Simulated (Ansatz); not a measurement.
`F[SiH](Cl)[GeH2][Cl]` → 2 Cl• + F• + Ge• + 3 H• + Si•  (atomization)

Isolated molecules relaxed with PBE0-D4/def2-TZVP in Ansatz; ΔE leaves out vibrations. CCSD(T)/CBS adds triple-zeta CCSD(T) − MP2 to the extrapolated MP2 energy (def2 sets, frozen cores). This one scheme is used for every species, atoms too. For atomizations the MP2-based limit and the directly extrapolated one differ by several kJ/mol either way, and by 10 to 25 for some Ge, Se and Sn compounds, so smaller differences from it don't rank the levels. DFT in def2-TZVPP. B3LYP here is the variant with VWN-RPA as its local correlation; programs differ in this. Open shells (•) are unrestricted, without spin–orbit coupling. Spin–orbit coupling would lower the free atoms: a little for Cl, F, Si; clearly for Ge. For Ge outer-core shells are correlated without core-valence functions, so the limit isn't a true one: a few kJ/mol of doubt a bond, and 10 to 20 or more in all where bonds break to atoms. Scalar relativity is left out up to krypton. One conformer a species, not always the lowest.

`F[SiH](Cl)[GeH2][Cl]`:

```xyz
8

F    -0.928   -2.055   -0.221
Si   -0.533   -0.812    0.692
Cl   -2.244   -0.032    1.494
Ge    0.494    0.858   -0.662
Cl    2.385    0.026   -1.300
H     0.321   -1.305    1.794
H     0.814    2.133    0.131
H    -0.309    1.186   -1.927
```

| level | ΔE (kJ/mol) | difference from CCSD(T)/CBS |
| --- | --- | --- |
| PBE-D4 | 2487.0 | -8.8 |
| r2SCAN-D4 | 2497.2 | 1.4 |
| PBE0-D4 | 2458.0 | -37.8 |
| B3LYP-D4 | 2446.0 | -49.8 |
| ωB97X-V | 2504.3 | 8.5 |
| ωB97M-V | 2479.5 | -16.3 |
| B2PLYP | 2431.8 | -64.0 |
| PBE | 2463.4 | -32.4 |
| r2SCAN | 2491.6 | -4.2 |
| PBE0 | 2437.7 | -58.1 |
| B3LYP | 2407.4 | -88.4 |
| HF/def2-TZVPP | 1840.8 | -655.0 |
| MP2/def2-TZVPP | 2476.7 | -19.1 |
| SCS-MP2/def2-TZVPP | 2446.7 | -49.1 |
| CCSD/def2-TZVPP | 2382.5 | -113.3 |
| CCSD(T)/def2-TZVPP | 2422.3 | -73.5 |
| HF/def2-QZVPP | 1845.7 | -650.1 |
| MP2/def2-QZVPP | 2520.5 | 24.7 |
| SCS-MP2/def2-QZVPP | 2495.2 | -0.6 |
| HF/CBS(def2) | 1846.5 | -649.3 |
| MP2/CBS(def2) | 2550.1 | 54.3 |
| CCSD/CBS(def2) | 2456.0 | -39.8 |
| CCSD(T)/CBS | 2495.8 | 0 |

Largest T1 diagnostic among the species: 0.012.

In def2-TZVPP, CCSD(T) changes the Hartree–Fock value by +581.5 kJ/mol (the triples alone add +39.8 kJ/mol) and MP2 by +635.9 kJ/mol; breaking electron pairs costs correlation energy, which Hartree–Fock lacks. From PBE to PBE0 (25 % exact exchange), in def2-TZVPP and without D4, ΔE moves by −25.7 kJ/mol: exact exchange takes away binding that semilocal exchange gives to molecules. The D4 term adds +38.6 kJ/mol with B3LYP and +20.3 kJ/mol with PBE0; it sums over pairs of atoms, weighted by their polarisabilities, and B3LYP, whose exchange is more repulsive, gets the larger term.
